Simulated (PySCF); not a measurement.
C2H5BO2. Atoms are numbered in the order given.

```xyz
10

B     -0.0144    -0.5080     0.0000
C     -0.6597     0.9199     0.0000
C      0.0681     2.0462     0.0000
H     -1.7547     1.0209     0.0000
H     -0.3864     3.0431     0.0000
H      1.1625     2.0049     0.0000
O      1.3433    -0.6242     0.0000
H      1.6233    -1.5489     0.0000
O     -0.7576    -1.6601     0.0000
H     -1.7084    -1.5022     0.0000
```
Charge 0, spin multiplicity 1.

Geometry optimised at B3LYP-D3(BJ)/def2-SVP. Other conformers were not sampled.

The numbers are results of TDA-PBE/def2-SVPD in PySCF 2.14.0, not measurements.

Vertical excitations.  State labels are in the subgroup Cs.

```tsv
state	symmetry	energy (eV)	λ (nm)	f	main pairs
S1	A"	6.17	201	0.000	HOMO−2→LUMO 99 %
S2	A'	6.25	198	0.018	HOMO−1→LUMO 88 %
S3	A"	6.25	198	0.004	HOMO→LUMO+1 100 %
S4	A'	7.02	177	0.483	HOMO→LUMO 67 %, HOMO−2→LUMO+1 12 %
S5	A"	7.04	176	0.001	HOMO−3→LUMO 96 %
S6	A"	7.09	175	0.000	HOMO→LUMO+2 95 %
S7	A"	7.17	173	0.000	HOMO−1→LUMO+1 96 %
S8	A'	7.23	172	0.043	HOMO−2→LUMO+1 88 %
S9	A"	7.31	170	0.000	HOMO−4→LUMO 96 %
S10	A"	7.62	163	0.039	HOMO→LUMO+3 100 %
T1	A'	4.05	306	0	HOMO→LUMO 98 %
T2	A"	5.58	222	0	HOMO−2→LUMO 100 %
T3	A'	5.72	217	0	HOMO−1→LUMO 99 %
T4	A"	6.20	200	0	HOMO→LUMO+1 100 %
```
Triplets are in the Tamm–Dancoff approximation.
